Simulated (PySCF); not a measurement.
Cl$_{3}$Sb, charge -1, doublet, at a GFN2-xTB geometry (a state made from the parent by changing its charge; the spin is typed, not shown lowest) (core potentials on Sb); DF-M062X/def2-TZVPD run with PySCF.

Here is a job for PySCF.
```python
from pyscf import gto, scf, dft
import numpy

mol = gto.M(
    atom='''
Sb   -0.00854345   -0.39662549    0.03006418
Cl   -2.64892774   -0.33781226    0.04450074
Cl    0.04268112    1.98144961   -0.15019373
Cl    2.63187698   -0.45376087    0.01550045
''',
    basis='def2-tzvpd',
    ecp={'Sb': 'def2-tzvpd'},
    charge=-1,
    spin=1,
    verbose=4,
)
print('smallest overlap eigenvalue', numpy.linalg.eigvalsh(mol.intor('int1e_ovlp'))[0])

mf = dft.UKS(mol)
mf.xc = 'm062x'
mf = mf.density_fit(auxbasis='def2-universal-jkfit')
mf = scf.addons.remove_linear_dep_(mf, threshold=1e-8, lindep=1e-8)
mf.kernel()
mf.analyze()
```

It wrote (shortened):

```
PySCF version 2.14.0

[INPUT] verbose = 4
[INPUT] num. atoms = 4
[INPUT] num. electrons = 75
[INPUT] charge = -1
[INPUT] spin (= nelec alpha-beta = 2S) = 1
[INPUT] symmetry False subgroup None
[INPUT] Mole.unit = angstrom
[INPUT] Symbol           X                Y                Z      unit          X                Y                Z       unit  Magmom
[...]
nuclear repulsion = 358.332571534831
number of shells = 66
number of NR pGTOs = 313
number of NR cGTOs = 194
basis = def2-tzvpd
ecp = {'Sb': 'def2-tzvpd'}
input.py:22: DeprecationWarning: remove_linear_dep_ is deprecated and will be removed in a future release. Linear dependency handling is now built into the SCF procedure by default. Linear dependency removal can be controlled using the following settings:
  pyscf.scf.hf.remove_overlap_zero_eigenvalue = True
  pyscf.scf.hf.overlap_zero_eigenvalue_threshold = 1e-6

  mf = scf.addons.remove_linear_dep_(mf, threshold=1e-8, lindep=1e-8)
smallest overlap eigenvalue 0.0009760956280733573

******** <class 'pyscf.df.df_jk.DFUKS'> ********
method = DFUKS
initial guess = minao
damping factor = 0
level_shift factor = 0
DIIS = <class 'pyscf.scf.diis.CDIIS'>
diis_start_cycle = 1
diis_space = 8
diis_damp = 0
SCF conv_tol = 1e-09
SCF conv_tol_grad = None
SCF max_cycles = 50
direct_scf = False
number electrons alpha = 38  beta = 37
XC library pyscf.dft.libxc version 7.1.2
    S. Lehtola, C. Steigemann, M. J. T. Oliveira, and M. A. L. Marques,  SoftwareX 7, 1–5 (2018)
XC functionals = m062x
    Y. Zhao and D. G. Truhlar,  Theor. Chem. Acc. 120, 215 (2008)
    Y. Zhao and D. G. Truhlar,  Theor. Chem. Acc. 120, 215 (2008)
radial grids:
    Treutler-Ahlrichs [JCP 102, 346 (1995); DOI:10.1063/1.469408] (M4) radial grids

becke partition: Becke, JCP 88, 2547 (1988); DOI:10.1063/1.454033
pruning grids: <function nwchem_prune>
grids dens level: 3
symmetrized grids: False
atomic radii adjust function: <function treutler_atomic_radii_adjust>
small_rho_cutoff = 0
Set gradient conv threshold to 3.16228e-05
tot grids = 78600
******** <class 'pyscf.df.df.DF'> ********
auxbasis = def2-universal-jkfit
init E= -1582.20836646869

cycle= 1 E= -1619.20279754099  delta_E=  -37  |g|= 2.02  |ddm|= 11.2

cycle= 2 E= -1617.09161407172  delta_E= 2.11  |g|= 2.44  |ddm|= 35.6
cycle= 3 E= -1620.82798566682  delta_E= -3.74  |g|= 0.42  |ddm|= 35.3
cycle= 4 E= -1620.95319377569  delta_E= -0.125  |g|= 0.197  |ddm|= 0.662
cycle= 5 E= -1620.97358768306  delta_E= -0.0204  |g|= 0.0401  |ddm|= 0.212
[...]
converged SCF energy = -1620.97515836084  <S^2> = 0.76265099  2S+1 = 2.0126112
Total Energy =                       -1620.975158360835394
[...]
spin_pop of  2 Cl 4dz^2     0.00058
spin_pop of  2 Cl 4dxz      0.00001
spin_pop of  2 Cl 4dx2-y2    0.00004
spin_pop of  2 Cl 5dxy      0.00029
spin_pop of  2 Cl 5dyz      0.03316
spin_pop of  2 Cl 5dz^2     0.00061
spin_pop of  2 Cl 5dxz     -0.00000
spin_pop of  2 Cl 5dx2-y2    0.00017
spin_pop of  2 Cl 4f-3      0.00001
spin_pop of  2 Cl 4f-2      0.00000
spin_pop of  2 Cl 4f-1      0.00003
spin_pop of  2 Cl 4f+0      0.00023
spin_pop of  2 Cl 4f+1     -0.00000
spin_pop of  2 Cl 4f+2      0.00048
spin_pop of  2 Cl 4f+3      0.00001
spin_pop of  3 Cl 1s       -0.00000
spin_pop of  3 Cl 2s       -0.00000
spin_pop of  3 Cl 3s        0.00008
spin_pop of  3 Cl 4s        0.00077
spin_pop of  3 Cl 5s        0.00002
spin_pop of  3 Cl 6s       -0.00001
spin_pop of  3 Cl 2px      -0.00000
spin_pop of  3 Cl 2py      -0.00000
spin_pop of  3 Cl 2pz       0.00000
spin_pop of  3 Cl 3px      -0.00697
spin_pop of  3 Cl 3py      -0.00055
spin_pop of  3 Cl 3pz       0.01302
spin_pop of  3 Cl 4px       0.00086
spin_pop of  3 Cl 4py      -0.00011
spin_pop of  3 Cl 4pz       0.00795
spin_pop of  3 Cl 5px       0.00002
spin_pop of  3 Cl 5py      -0.00009
spin_pop of  3 Cl 5pz       0.00452
spin_pop of  3 Cl 6px       0.00026
spin_pop of  3 Cl 6py      -0.00003
spin_pop of  3 Cl 6pz       0.00093
spin_pop of  3 Cl 7px       0.00012
spin_pop of  3 Cl 7py      -0.00001
spin_pop of  3 Cl 7pz       0.00041
spin_pop of  3 Cl 3dxy     -0.00005
spin_pop of  3 Cl 3dyz      0.00001
spin_pop of  3 Cl 3dz^2     0.00012
spin_pop of  3 Cl 3dxz      0.00525
spin_pop of  3 Cl 3dx2-y2    0.00026
spin_pop of  3 Cl 4dxy     -0.00018
spin_pop of  3 Cl 4dyz      0.00008
spin_pop of  3 Cl 4dz^2     0.00012
spin_pop of  3 Cl 4dxz      0.01875
spin_pop of  3 Cl 4dx2-y2    0.00033
spin_pop of  3 Cl 5dxy     -0.00032
spin_pop of  3 Cl 5dyz      0.00018
spin_pop of  3 Cl 5dz^2     0.00000
spin_pop of  3 Cl 5dxz      0.02913
spin_pop of  3 Cl 5dx2-y2    0.00006
spin_pop of  3 Cl 4f-3     -0.00000
spin_pop of  3 Cl 4f-2     -0.00000
spin_pop of  3 Cl 4f-1     -0.00000
spin_pop of  3 Cl 4f+0      0.00011
spin_pop of  3 Cl 4f+1      0.00000
spin_pop of  3 Cl 4f+2      0.00021
spin_pop of  3 Cl 4f+3      0.00002

WARN: Weak orthogonality for localized orbitals 2.760616495044043e-09

In total            38.00000 | 37.00000

WARN: System has nonzero charge -1; the dipole moment is origin-dependent.
Location of origin: [0. 0. 0.]

Dipole moment(X, Y, Z, Debye): -0.02356, -1.11877,  0.08474
```
